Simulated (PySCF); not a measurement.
Ge(F)3(SeH) (F3GeHSe), SMILES [F][Ge]([F])([F])[SeH].

Geometry optimised at B3LYP-D3(BJ)/def2-SVP. This is a generated structure with no PubChem entry under its InChIKey; it may be hypothetical. The values are those of a single conformer.

Computed with PySCF with CAM-B3LYP/def2-TZVP.

Symmetry labels are those of the subgroup Cs that the program uses (full group Cs).

List the valence orbital energies around the gap with their symmetry. (Estimate from the structure and the level; the computed values follow.)


```
orbital  symmetry  energy (eV)
-------  --------  -----------
HOMO−7         A'       -14.10
HOMO−6         A"       -14.07
HOMO−5         A'       -13.76
HOMO−4         A"       -13.65
HOMO−3         A"       -13.45
HOMO−2         A'       -13.31
HOMO−1         A'       -11.76
HOMO           A"        -9.71
LUMO           A'        -0.90
LUMO+1         A'         0.20
LUMO+2         A'         1.62
LUMO+3         A"         1.87
```
